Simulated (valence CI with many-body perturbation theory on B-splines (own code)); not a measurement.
Values are calculated unless marked as measured or tabulated.
## Os XXVI: configurations and terms from energies and g

Level of theory: valence CI with perturbative core correlation (CI+MBPT): five valence electrons over a frozen Dirac-Fock core [Kr] 4d10, a basis of 7 s, 7 p, 7 d, 7 f, 4 g, 2 h functions for each j, with the one-electron correlation potential Σ1, the two-electron term Σ2, the three-electron term Σ3, Breit, model QED; selected CI, second order for the rest, scaled by the run's own slope (own B-spline code, finite nucleus).

No measured levels were compared; by estimate terms of the open shell hold to a few per cent of their energy, and close levels can change places. Among the levels kept, up to 990 cm⁻¹ of a level comes from second order outside the variational space, and about a tenth of that is noise between levels of different J, which matters for small intervals. Only levels of the ground parity were solved; by the run's estimate the other parity begins above the list, which can be wrong where configurations are misplaced.

```json
{"No.": "2", "J": "7/2", "Parity": "odd", "E (cm⁻¹)": "13145", "g": "0.864"}
{"No.": "3", "J": "9/2", "Parity": "odd", "E (cm⁻¹)": "24419", "g": "1.065"}
{"No.": "6", "J": "1/2", "Parity": "odd", "E (cm⁻¹)": "28800", "g": "-0.523"}
{"No.": "7", "J": "11/2", "Parity": "odd", "E (cm⁻¹)": "33610", "g": "1.168"}
{"No.": "11", "J": "9/2", "Parity": "odd", "E (cm⁻¹)": "48501", "g": "1.373"}
{"No.": "15", "J": "3/2", "Parity": "odd", "E (cm⁻¹)": "61541", "g": "0.565"}
```

Energies count from the lowest level. Strongly mixed levels and levels close to another of their J and parity are left out, so the numbers can have gaps.

Give configuration and LS term of each level.

2: 4f5 6H°; 3: 4f5 6H°; 6: 4f5 6F°; 7: 4f5 6H°; 11: 4f5 6F°; 15: 4f5 4F°.
